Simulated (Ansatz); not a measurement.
All numbers were calculated with Ansatz.

A structure relaxed at PBE0-D4/def2-TZVP, charge 0, multiplicity 1:

```xyz
7

N    -0.6582   -1.1953    0.6790
C     0.1743   -0.3542    0.2797
F     1.4831   -0.4178    0.6005
B    -0.2316    0.8664   -0.6421
F    -1.4821    0.9981   -0.9947
Cl    0.9462    2.0195   -1.1855
H    -0.2317   -1.9167    1.2630
```

**Question.** Give its formula and SMILES.

**Answer.** CHBClF2N, `N=C(F)B(F)Cl`.

**Question.** Point group (tolerance 0.08 Å, 0.16 Å for H)?

**Answer.** Cs.

**Question.** Summarise the bond lengths by kind.

**Answer.** 1 × C–N 1.249 Å; 1 × H–N 1.021 Å; 1 × C–F 1.349 Å; 1 × B–C 1.583 Å; 1 × B–F 1.306 Å; 1 × B–Cl 1.736 Å.
